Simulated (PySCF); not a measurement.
Record of a relaxation.

Species: CH₅B₂FO.
Bonds: C1–B2, B2–O3, O3–B4, B4–F5. Hydrogens: H6, H7, H8 on C1; H9 on B2; H10 on B4.

Method: PBE0-D3(BJ)/def2-SVP geometry optimisation, gas phase in PySCF 2.14.0; density fitting, grid level 1; the optimiser is geomeTRIC in internal coordinates, started from a GFN2-xTB structure with every atom displaced at random (about 0.01 Å). 14 of its 29 geometries are shown. The frame can shift and turn from step to step; on so coarse a grid that alone can change the energy by a few meV, and forces under 0.02 eV/Å are noise.

Step 0: E = -7225.4940 eV, largest atomic force 3.136 eV/Å
```
atom  x, y, z in Å  |  force x, y, z in eV/Å
C1     -1.575    0.207   -0.176    0.160   1.054  -0.215
B2     -0.379   -0.620    0.376   -1.961  -0.054   0.044
O3      0.839   -0.197    0.226    2.983   0.946  -0.202
B4      2.099    0.212   -0.014   -1.186  -1.048  -1.100
F5      2.651   -0.195   -1.158    0.056   0.164   0.312
H6     -1.292    1.178   -0.631    0.143  -0.283   0.064
H7     -2.129   -0.338   -0.932   -0.351  -0.484  -0.374
H8     -2.295    0.457    0.605   -0.296  -0.145   0.387
H9     -0.553   -1.628    0.968   -0.090  -0.764   0.377
H10     2.685    0.902    0.715    0.541   0.616   0.706
```

Step 2: E = -7225.6122 eV, largest atomic force 0.441 eV/Å
```
atom  x, y, z in Å  |  force x, y, z in eV/Å
C1     -1.583    0.097   -0.154    0.097   0.147  -0.062
B2     -0.329   -0.685    0.358    0.121  -0.148   0.143
O3      0.938   -0.238    0.213   -0.365   0.161   0.186
B4      2.071    0.408   -0.051   -0.095  -0.123  -0.147
F5      2.619    0.181   -1.234    0.313   0.124  -0.078
H6     -1.347    1.065   -0.619   -0.029   0.003  -0.003
H7     -2.129   -0.522   -0.888    0.025  -0.024   0.013
H8     -2.294    0.261    0.674    0.027  -0.022   0.019
H9     -0.440   -1.749    0.928   -0.040  -0.050  -0.006
H10     2.599    1.155    0.737   -0.053  -0.069  -0.066
```

Step 4: E = -7225.6270 eV, largest atomic force 0.112 eV/Å
```
atom  x, y, z in Å  |  force x, y, z in eV/Å
C1     -1.570    0.104   -0.153   -0.045  -0.013   0.013
B2     -0.336   -0.704    0.365    0.034   0.052   0.006
O3      0.921   -0.244    0.202    0.019   0.033  -0.036
B4      2.053    0.406   -0.065    0.008  -0.112   0.006
F5      2.661    0.186   -1.223    0.007   0.018   0.040
H6     -1.319    1.068   -0.618    0.007  -0.014   0.004
H7     -2.122   -0.511   -0.885   -0.014  -0.002  -0.004
H8     -2.278    0.276    0.676   -0.011  -0.001  -0.005
H9     -0.455   -1.768    0.936    0.001   0.004  -0.022
H10     2.550    1.160    0.731   -0.006   0.035  -0.002
```

Step 6: E = -7225.6300 eV, largest atomic force 0.087 eV/Å
```
atom  x, y, z in Å  |  force x, y, z in eV/Å
C1     -1.583    0.108   -0.167   -0.009  -0.069   0.019
B2     -0.339   -0.691    0.342   -0.030  -0.003   0.009
O3      0.917   -0.230    0.183    0.030  -0.005  -0.082
B4      2.071    0.395   -0.040    0.004   0.052   0.056
F5      2.741    0.148   -1.156   -0.039  -0.027   0.008
H6     -1.350    1.078   -0.629    0.013   0.009  -0.012
H7     -2.134   -0.513   -0.895   -0.001   0.015  -0.009
H8     -2.285    0.262    0.670   -0.005   0.014  -0.011
H9     -0.457   -1.761    0.902    0.013   0.005  -0.007
H10     2.524    1.176    0.755    0.024   0.009   0.030
```

Step 9: E = -7225.6276 eV, largest atomic force 0.159 eV/Å
```
atom  x, y, z in Å  |  force x, y, z in eV/Å
C1     -1.585    0.005   -0.337    0.007   0.123  -0.066
B2     -0.333   -0.709    0.267    0.061  -0.005  -0.043
O3      0.882   -0.130    0.208   -0.080   0.005   0.137
B4      2.046    0.513    0.209    0.022  -0.023  -0.127
F5      2.842    0.364   -0.840    0.091   0.029  -0.005
H6     -1.340    0.970   -0.807   -0.031  -0.020   0.024
H7     -2.068   -0.639   -1.090   -0.001  -0.045   0.023
H8     -2.346    0.176    0.443   -0.003  -0.036   0.028
H9     -0.385   -1.801    0.793   -0.037  -0.006   0.017
H10     2.394    1.223    1.119   -0.030  -0.022   0.012
```

Step 11: E = -7225.6327 eV, largest atomic force 0.044 eV/Å
```
atom  x, y, z in Å  |  force x, y, z in eV/Å
C1     -1.590    0.046   -0.269    0.006   0.015  -0.010
B2     -0.335   -0.696    0.295    0.020  -0.014  -0.014
O3      0.899   -0.164    0.198   -0.012   0.024   0.035
B4      2.065    0.469    0.106    0.004  -0.014  -0.027
F5      2.811    0.281   -0.973   -0.015   0.006   0.021
H6     -1.364    1.015   -0.737   -0.003  -0.002  -0.001
H7     -2.098   -0.598   -1.007    0.002  -0.005  -0.001
H8     -2.325    0.200    0.540    0.000  -0.006   0.000
H9     -0.416   -1.780    0.835   -0.004   0.000   0.000
H10     2.460    1.201    0.978    0.001  -0.004  -0.002
```

Step 13: E = -7225.6328 eV, largest atomic force 0.039 eV/Å
```
atom  x, y, z in Å  |  force x, y, z in eV/Å
C1     -1.589    0.040   -0.280    0.001  -0.003   0.002
B2     -0.334   -0.696    0.293    0.004  -0.009  -0.017
O3      0.896   -0.155    0.208   -0.008   0.017   0.034
B4      2.064    0.476    0.120    0.002  -0.007  -0.013
F5      2.808    0.295   -0.961    0.000   0.001   0.005
H6     -1.367    1.011   -0.745    0.001   0.001  -0.002
H7     -2.087   -0.608   -1.022    0.001   0.001  -0.003
H8     -2.331    0.187    0.524   -0.002  -0.002  -0.004
H9     -0.414   -1.781    0.831    0.000   0.000  -0.002
H10     2.461    1.202    0.996    0.001   0.001   0.001
```

Step 15: E = -7225.6330 eV, largest atomic force 0.037 eV/Å
```
atom  x, y, z in Å  |  force x, y, z in eV/Å
C1     -1.588    0.039   -0.282    0.000  -0.003  -0.001
B2     -0.335   -0.695    0.294   -0.004  -0.006  -0.013
O3      0.895   -0.151    0.217   -0.002   0.015   0.034
B4      2.063    0.478    0.124    0.000  -0.007  -0.011
F5      2.803    0.293   -0.959    0.006   0.001  -0.001
H6     -1.367    1.012   -0.744    0.001   0.000  -0.001
H7     -2.081   -0.607   -1.029    0.001   0.001  -0.003
H8     -2.335    0.182    0.518   -0.001  -0.001  -0.004
H9     -0.415   -1.782    0.828    0.001  -0.001  -0.003
H10     2.465    1.204    0.998   -0.002   0.001   0.003
```

Step 17: E = -7225.6331 eV, largest atomic force 0.029 eV/Å
```
atom  x, y, z in Å  |  force x, y, z in eV/Å
C1     -1.588    0.038   -0.286    0.000  -0.002  -0.003
B2     -0.335   -0.695    0.294   -0.002  -0.003  -0.010
O3      0.893   -0.147    0.227   -0.002   0.010   0.028
B4      2.063    0.479    0.129    0.001  -0.005  -0.010
F5      2.799    0.292   -0.956    0.003   0.002   0.002
H6     -1.366    1.013   -0.743    0.001   0.000  -0.001
H7     -2.075   -0.607   -1.038    0.002   0.000  -0.003
H8     -2.339    0.176    0.511   -0.001  -0.001  -0.003
H9     -0.415   -1.783    0.826    0.001  -0.002  -0.003
H10     2.469    1.206    1.001   -0.003   0.001   0.004
```

Step 19: E = -7225.6331 eV, largest atomic force 0.026 eV/Å
```
atom  x, y, z in Å  |  force x, y, z in eV/Å
C1     -1.587    0.038   -0.288    0.000  -0.002  -0.003
B2     -0.335   -0.695    0.295    0.000  -0.002  -0.008
O3      0.893   -0.146    0.231   -0.002   0.009   0.025
B4      2.062    0.480    0.132    0.001  -0.005  -0.009
F5      2.798    0.291   -0.954    0.002   0.002   0.003
H6     -1.365    1.014   -0.743    0.001   0.000  -0.001
H7     -2.072   -0.607   -1.041    0.002   0.000  -0.004
H8     -2.340    0.174    0.507   -0.001  -0.001  -0.003
H9     -0.416   -1.784    0.825    0.000  -0.002  -0.004
H10     2.469    1.207    1.002   -0.003   0.001   0.004
```

Step 22: E = -7225.6331 eV, largest atomic force 0.025 eV/Å
```
atom  x, y, z in Å  |  force x, y, z in eV/Å
C1     -1.587    0.038   -0.289    0.000  -0.002  -0.003
B2     -0.336   -0.695    0.295    0.000  -0.002  -0.008
O3      0.892   -0.145    0.232   -0.002   0.008   0.024
B4      2.062    0.480    0.133    0.001  -0.004  -0.009
F5      2.798    0.291   -0.953    0.001   0.002   0.004
H6     -1.365    1.014   -0.743    0.001   0.000  -0.001
H7     -2.071   -0.607   -1.042    0.002   0.000  -0.004
H8     -2.341    0.173    0.506   -0.001  -0.001  -0.003
H9     -0.416   -1.784    0.824    0.000  -0.002  -0.004
H10     2.470    1.207    1.003   -0.003   0.001   0.004
```

Step 24: E = -7225.6331 eV, largest atomic force 0.025 eV/Å
```
atom  x, y, z in Å  |  force x, y, z in eV/Å
C1     -1.587    0.038   -0.289    0.000  -0.002  -0.003
B2     -0.336   -0.695    0.295    0.000  -0.001  -0.008
O3      0.892   -0.145    0.233   -0.002   0.008   0.024
B4      2.062    0.480    0.133    0.001  -0.005  -0.008
F5      2.797    0.291   -0.953    0.001   0.002   0.004
H6     -1.365    1.014   -0.743    0.001   0.000  -0.001
H7     -2.071   -0.607   -1.043    0.002   0.000  -0.004
H8     -2.341    0.173    0.506   -0.001  -0.001  -0.003
H9     -0.416   -1.784    0.824    0.000  -0.002  -0.004
H10     2.470    1.207    1.003   -0.002   0.001   0.004
```

Step 26: E = -7225.6331 eV, largest atomic force 0.025 eV/Å
```
atom  x, y, z in Å  |  force x, y, z in eV/Å
C1     -1.587    0.038   -0.289    0.000  -0.002  -0.003
B2     -0.336   -0.695    0.295   -0.001  -0.002  -0.007
O3      0.892   -0.145    0.233   -0.002   0.008   0.023
B4      2.062    0.480    0.133    0.002  -0.004  -0.009
F5      2.797    0.291   -0.953    0.001   0.002   0.004
H6     -1.365    1.014   -0.743    0.001   0.000  -0.001
H7     -2.071   -0.607   -1.043    0.002   0.000  -0.004
H8     -2.341    0.173    0.505   -0.001  -0.001  -0.003
H9     -0.416   -1.784    0.824    0.000  -0.002  -0.004
H10     2.470    1.207    1.003   -0.003   0.001   0.004
```

Step 28: E = -7225.6331 eV, largest atomic force 0.024 eV/Å
```
atom  x, y, z in Å  |  force x, y, z in eV/Å
C1     -1.587    0.038   -0.289    0.001  -0.002  -0.003
B2     -0.336   -0.695    0.295   -0.001  -0.002  -0.007
O3      0.892   -0.145    0.234   -0.002   0.007   0.023
B4      2.062    0.480    0.133    0.002  -0.004  -0.009
F5      2.797    0.291   -0.953    0.001   0.002   0.004
H6     -1.365    1.014   -0.743    0.001   0.000  -0.001
H7     -2.070   -0.607   -1.044    0.002   0.000  -0.004
H8     -2.341    0.173    0.505   -0.001  -0.001  -0.003
H9     -0.416   -1.784    0.824    0.000  -0.002  -0.004
H10     2.470    1.207    1.003   -0.003   0.001   0.004
```

Problem. Summarise the path.

Solution. The energy falls by 13.42 kJ/mol from step 0 to step 28; nine tenths of that is first reached at step 3. It rises by more than 0.2 meV at steps 2 and 9. The largest force goes from 3.136 to 0.024 eV/Å. Among the bonds B2–O3 changes most, from 1.298 to 1.347 Å; the atoms move by 0.070 Å rms after alignment.

Problem. Follow the three bonds and two angles with the largest change from start to end.

Solution. 
| step | E above end (kJ/mol) | largest force (eV/Å) | B2–O3 (Å) | B4–H10 (Å) | B2–H9 (Å) | H6–C1–H8 (°) | B2–C1–H7 (°) |
| --- | --- | --- | --- | --- | --- | --- | --- |
| 0 | 13.42 | 3.136 | 1.298 | 1.162 | 1.182 | 105.2 | 111.9 |
| 1 | 1.67 | 0.777 | 1.354 | 1.218 | 1.214 | 108.6 | 110.1 |
| 2 | 2.01 | 0.441 | 1.351 | 1.208 | 1.212 | 108.9 | 109.5 |
| 4 | 0.59 | 0.112 | 1.348 | 1.204 | 1.214 | 109.1 | 109.1 |
| 5 | 0.43 | 0.141 | 1.347 | 1.203 | 1.214 | 109.3 | 108.9 |
| 6 | 0.29 | 0.087 | 1.347 | 1.204 | 1.214 | 109.3 | 108.9 |
| 7 | 0.21 | 0.058 | 1.347 | 1.206 | 1.213 | 109.2 | 109.2 |
| 9 | 0.52 | 0.159 | 1.348 | 1.205 | 1.213 | 108.6 | 110.4 |
| 10 | 0.13 | 0.068 | 1.348 | 1.205 | 1.213 | 108.9 | 109.8 |
| 11 | 0.03 | 0.044 | 1.347 | 1.205 | 1.213 | 109.0 | 109.5 |
| 12 | 0.03 | 0.040 | 1.347 | 1.205 | 1.213 | 109.0 | 109.4 |
| 13 | 0.02 | 0.039 | 1.347 | 1.205 | 1.213 | 109.1 | 109.4 |
| 15 | 0.01 | 0.037 | 1.347 | 1.205 | 1.213 | 109.1 | 109.4 |
| 16 | 0.01 | 0.034 | 1.347 | 1.205 | 1.213 | 109.1 | 109.4 |
| 17 | 0.00 | 0.029 | 1.347 | 1.205 | 1.213 | 109.1 | 109.4 |
| 18 | 0.00 | 0.027 | 1.347 | 1.205 | 1.213 | 109.1 | 109.4 |
| 19 | 0.00 | 0.026 | 1.347 | 1.205 | 1.213 | 109.1 | 109.4 |
| 21 | 0.00 | 0.025 | 1.347 | 1.205 | 1.213 | 109.1 | 109.4 |
| 22 | 0.00 | 0.025 | 1.347 | 1.205 | 1.213 | 109.1 | 109.4 |
| 23 | 0.00 | 0.025 | 1.347 | 1.205 | 1.213 | 109.1 | 109.4 |
| 24 | 0.00 | 0.025 | 1.347 | 1.205 | 1.213 | 109.1 | 109.4 |
| 26 | 0.00 | 0.025 | 1.347 | 1.205 | 1.213 | 109.1 | 109.4 |
| 27 | 0.00 | 0.025 | 1.347 | 1.205 | 1.213 | 109.1 | 109.4 |
| 28 | 0.00 | 0.024 | 1.347 | 1.205 | 1.213 | 109.1 | 109.4 |

The cost below is that of the whole optimisation. The run took 53 s on one thread of an Arm Neoverse V2, no GPU, shared host, and the process peaked at 0.38 GiB of memory.
